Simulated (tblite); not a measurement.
Species: C7H10N (doublet state).
Geometry (GFN2-xTB, Å), atoms numbered from 1 in this order:
```xyz
18
C7H10N angstrom
C      2.9246    0.7160   -0.1292
C      1.9385   -0.1245    0.1317
C      1.0765   -0.7685   -0.9167
N     -0.2966   -0.3786   -0.7417
C     -1.2140   -1.0572    0.0156
C     -2.4574   -0.2460    0.1218
C     -2.0455    1.0069   -0.5946
C     -0.7865    0.8631   -1.0496
H      3.2097    0.9595   -1.1400
H      3.4953    1.1854    0.6534
H      1.6578   -0.3536    1.1507
H      1.1335   -1.8595   -0.8371
H      1.4108   -0.4692   -1.9152
H     -1.1043   -2.1033    0.2152
H     -3.3313   -0.7283   -0.3506
H     -2.7577   -0.0529    1.1653
H     -2.6841    1.8578   -0.7237
H     -0.1781    1.5591   -1.5966
```

Computed with GFN2-xTB (tblite): harmonic, unscaled wavenumbers at the GFN2-xTB geometry, gas phase. The method is semi-empirical: single wavenumbers can be off by several per cent or more. One conformer, not necessarily the lowest. Open shells enter through the occupations alone, without spin polarisation, and single modes of such species can be off by tens of per cent.

Harmonic wavenumbers (cm⁻¹): 46.4, 56.2, 109.6, 227.8, 302.8, 311.6, 341.2, 407.9, 490.3, 576.0, 695.6, 707.2, 766.6, 795.7, 884.7, 910.2, 922.3, 950.1, 963.4, 998.0, 1009.1, 1040.8, 1062.3, 1096.8, 1103.5, 1174.5, 1215.3, 1233.9, 1263.8, 1272.4, 1304.8, 1394.1, 1406.8, 1422.1, 1446.9, 1460.6, 1574.8, 1687.7, 2736.1, 2823.2, 2937.5, 2948.7, 3069.3, 3096.6, 3127.2, 3140.1, 3163.1, 3166.3.

A = 5129, B = 1282, C = 1158 MHz; mass 108.081 u (most abundant isotopes); point group C1, symmetry number 1; spin multiplicity 2.

Problem. What is the zero-point energy?

Solution. ½Σν̃ = 32421 cm⁻¹ = 92.70 kcal/mol.

Problem. What is S at 200 K and 1 bar for an ideal gas of classical rigid rotors and harmonic oscillators?

Solution. Translation 37.99, rotation 26.95, vibration 15.18, spin (R ln 2) 1.38: S = 81.5 cal/(mol K).

Problem. And Cp and H(200 K) − H(0)?

Solution. Cp = 23.84 cal/(mol K), of which vibrations give 15.89 (their classical limit is 48 R = 95.4); H(200 K) − H(0) = 3.18 kcal/mol without the zero-point energy, 1.59 from vibrations.

Problem. Which modes carry the vibrational entropy at 200 K?

Solution. 46.4 cm⁻¹: 4.18; 56.2 cm⁻¹: 3.80; 109.6 cm⁻¹: 2.51; 227.8 cm⁻¹: 1.21; 302.8 cm⁻¹: 0.79; 311.6 cm⁻¹: 0.75 cal/(mol K); the other 42 give 1.93 together.

Problem. Blend soft modes into free rotors: weight 1/[1 + (100 cm⁻¹/ν̃)⁴] for the oscillator and the rest for a rotor with moment μB/(μ + B), μ = h/(8π²ν), B = 10⁻⁴⁴ kg m². What vibrational entropy results?

Solution. 13.54 cal/(mol K) in place of 15.18, which changes −T·S at 200 K by +0.33 kcal/mol.

Problem. How do the functions run with temperature in this model?

Solution. 
```
 T (K)  S (cal/(mol K))  Cp (cal/(mol K))  H − H(0) (kcal/mol)  G − H(0) (kcal/mol)  ln q(vib)
   150             75.3              19.7                 2.09                -9.20       2.63
   250             87.3              28.5                 4.49               -17.34       4.64
298.15             92.7              33.3                 5.98               -21.67       5.61
   400            104.0              43.4                 9.89               -31.69       7.73
   600            124.7              58.9                20.22               -54.59      12.02
   900            151.6              73.5                40.28               -96.16      18.38
```

q(vib) and H(0) count from the zero-point level.

Problem. What must be added to the electronic energy to get the Gibbs energy at 200 K and 1 bar?

Solution. ZPE + [H(200 K) − H(0)] − T·S = 92.70 + 3.18 − 16.30 = 79.58 kcal/mol.

Hindered rotation and anharmonicity are outside this model. Other conformers, if any are populated, would add a mixing term that is left out. The structure is chiral; the term R ln 2 for an equal mix with its mirror image is left out.

Time: 0.57 s of wall time. Hardware: Arm Neoverse V1, one thread, no GPU (shared host). The figure is for the frequency step alone.
